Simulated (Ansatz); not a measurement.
Computed with Ansatz on PBE0-D4/def2-TZVP structures; ΔE is electronic, products minus reactants. CCSD(T)/CBS is the MP2 limit (def2-TZVPP, def2-QZVPP) plus CCSD(T) − MP2 in def2-TZVPP, frozen cores. This one scheme is used for every species. Functionals use def2-TZVPP. B3LYP here is the variant with VWN-RPA as its local correlation; programs differ in this. For Se outer-core shells are correlated without core-valence functions, which leaves a few kJ/mol of doubt a bond. Scalar relativity is left out up to krypton. Each species was taken in one conformer, which may not be the lowest.

Consider the ligand exchange at a B–C bond: `NBC1C=C1` + `[SiH3][SeH]` → `NB[Se][SiH3]` + `C1=CC1`.

`NBC1C=C1`:

```xyz
11

N     1.139   -1.710    0.365
B     0.803   -0.359    0.303
C    -0.580    0.103   -0.229
C    -1.223    1.390    0.274
C    -0.746    1.456   -0.910
H     2.024   -2.044    0.703
H     0.515   -2.444    0.074
H     1.616    0.445    0.674
H    -1.279   -0.678   -0.554
H    -1.724    1.838    1.114
H    -0.544    2.002   -1.815
```

`[SiH3][SeH]`:

Cartesian coordinates in Å:
```
Si -0.243 -0.521 -0.029
Se 1.161 1.170 -0.633
H 0.035 -0.992 1.350
H 0.032 -1.608 -1.000
H -1.664 -0.105 -0.122
H 0.678 2.057 0.434
```

`NB[Se][SiH3]`:

Z-matrix (Å, degrees):
```
Si
Se 1 2.271
H 1 1.482 2 107.6
H 1 1.486 2 111.7 3 -120.3
H 1 1.490 2 110.8 3 119.5
B 2 1.963 1 100.5 3 -166.8
N 6 1.387 2 125.6 1 4.4
H 6 1.194 2 114.6 1 -175.9
H 7 1.006 6 121.3 2 179.5
H 7 1.006 6 125.1 2 2.4
```

`C1=CC1`:

```xyz
7

C     0.230    0.479   -0.697
C    -0.723    0.467    0.168
C     0.314   -0.601    0.337
H     0.694    0.918   -1.564
H    -1.636    0.888    0.553
H     0.078   -1.630    0.062
H     1.044   -0.521    1.142
```

Task: Is it downhill or uphill in electronic energy at CCSD(T)/CBS, and by how much? (An estimate is asked.)

Result: The calculation gave: Downhill: ΔE = -53.9 kJ/mol.

Task: What do these levels give: ωB97X-V, B3LYP, MP2/def2-TZVPP, HF/def2-QZVPP, HF/CBS(def2), MP2/CBS(def2)? (Best estimate.)

Result: Computed: ωB97X-V -51.6, B3LYP -47.2, MP2/def2-TZVPP -57.5, HF/def2-QZVPP -46.2, HF/CBS(def2) -46.0, MP2/CBS(def2) -57.6 kJ/mol.

Largest T1 diagnostic among the species: 0.011.

The D4 term adds −4.9 kJ/mol with B3LYP and −2.4 kJ/mol with PBE0; it sums over pairs of atoms, weighted by their polarisabilities, and B3LYP, whose exchange is more repulsive, gets the larger term. In def2-TZVPP, CCSD(T) changes the Hartree–Fock value by −6.5 kJ/mol (the triples alone add −1.6 kJ/mol) and MP2 by −10.2 kJ/mol.
